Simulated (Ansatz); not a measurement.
Cost and result for the atomization energy of C2H5AlO2 (10 atoms, 10 bonds).

```json
{"atom": "C1", "x (Å)": "-1.572", "y (Å)": "-0.868", "z (Å)": "-0.663"}
{"atom": "O2", "x (Å)": "-0.279", "y (Å)": "-1.195", "z (Å)": "-0.116"}
{"atom": "C3", "x (Å)": "0.495", "y (Å)": "-0.208", "z (Å)": "0.210"}
{"atom": "O4", "x (Å)": "0.126", "y (Å)": "0.993", "z (Å)": "0.052"}
{"atom": "Al5", "x (Å)": "1.905", "y (Å)": "0.987", "z (Å)": "0.803"}
{"atom": "H6", "x (Å)": "-1.457", "y (Å)": "-0.291", "z (Å)": "-1.580"}
{"atom": "H7", "x (Å)": "-2.049", "y (Å)": "-1.823", "z (Å)": "-0.865"}
{"atom": "H8", "x (Å)": "-2.151", "y (Å)": "-0.292", "z (Å)": "0.058"}
{"atom": "H9", "x (Å)": "3.036", "y (Å)": "1.346", "z (Å)": "-0.239"}
{"atom": "H10", "x (Å)": "1.946", "y (Å)": "1.351", "z (Å)": "2.340"}
```

Charge 0, multiplicity 1. The bonds changed during the relaxation, so this is another structure than the one it started from. All single points use the PBE0-D4/def2-TZVP geometry. Program: Ansatz. All runs use 4 threads of a server CPU on a shared host. Times are those of one run each, without the atoms' runs, and a repeat can differ threefold. Electronic energies, without spin–orbit coupling; frozen cores. CCSD(T)/CBS adds CCSD(T) − MP2 in def2-TZVPP to the MP2 limit, and its time is that of the two runs behind it. T1 = 0.016.

CCSD(T)/CBS is a level of theory with its own doubt, some kJ/mol a heavy atom from the limit and from the frozen cores, so smaller differences don't rank the functionals.

```json
{"level": "LDA (SPW92)/def2-TZVPP", "functions": "236", "wall time": "0.95 s"}
{"level": "revPBE-D4/def2-TZVPP", "functions": "236", "wall time": "1.4 s"}
{"level": "BHLYP-D4/def2-TZVPP", "functions": "236", "wall time": "1.9 s"}
{"level": "PBE0-D4/def2-TZVPP", "functions": "236", "wall time": "1.9 s"}
{"level": "r2SCANh-D4/def2-TZVPP", "functions": "236", "wall time": "2.6 s"}
{"level": "CCSD(T)/def2-SVP", "functions": "99", "wall time": "3 s"}
{"level": "B2PLYP/def2-TZVPP", "functions": "236", "wall time": "3.4 s"}
{"level": "PBE-QIDH/def2-TZVPP", "functions": "236", "wall time": "3.8 s"}
{"level": "ωB97X-V/def2-TZVPP", "functions": "236", "wall time": "4.2 s"}
{"level": "ωB97M-V/def2-TZVPP (with forces)", "functions": "236", "wall time": "6 s"}
{"level": "MP2/def2-QZVPP", "functions": "448", "wall time": "14 s"}
{"level": "CCSD(T)/def2-TZVPP", "functions": "236", "wall time": "54 s"}
{"level": "CCSD(T)/CBS(def2)", "functions": "–", "wall time": "68 s"}
```

Problem. What atomization energy does each give, and how far from CCSD(T)/CBS? (Estimate.)

Solution. The calculation gave: 
```tsv
level	atomization (kJ/mol)	difference from CCSD(T)/CBS	per bond
LDA (SPW92)/def2-TZVPP	4340.3	603.7	60.4
revPBE-D4/def2-TZVPP	3723.5	-13.1	-1.3
BHLYP-D4/def2-TZVPP	3579.0	-157.6	-15.8
PBE0-D4/def2-TZVPP	3727.8	-8.8	-0.9
r2SCANh-D4/def2-TZVPP	3719.7	-16.9	-1.7
CCSD(T)/def2-SVP	3548.8	-187.8	-18.8
B2PLYP/def2-TZVPP	3694.8	-41.8	-4.2
PBE-QIDH/def2-TZVPP	3696.5	-40.1	-4.0
ωB97X-V/def2-TZVPP	3750.9	14.3	1.4
ωB97M-V/def2-TZVPP (with forces)	3750.9	14.3	1.4
MP2/def2-QZVPP	3781.9	45.3	4.5
CCSD(T)/def2-TZVPP	3634.7	-101.9	-10.2
CCSD(T)/CBS(def2)	3736.6	0.0	0.0
```

In def2-TZVPP, CCSD(T) changes the Hartree–Fock value by +1012.4 kJ/mol (the triples alone add +68.8 kJ/mol) and MP2 by +1098.8 kJ/mol; breaking electron pairs costs correlation energy, which Hartree–Fock lacks. Leaving LDA and LC-ωPBE aside and taking each functional with its dispersion term where it has one, the values, not all of them listed here, spread over 251.4 kJ/mol, from BHLYP-D4 to PBE-D4. LDA lies +527.0 kJ/mol from PBE without D4, its usual overbinding. The D4 term adds +27.5 kJ/mol with B3LYP and +14.4 kJ/mol with PBE0; it sums over pairs of atoms, weighted by their polarisabilities, and B3LYP, whose exchange is more repulsive, gets the larger term.

B3LYP here is the variant with VWN-RPA as its local correlation; programs differ in this.
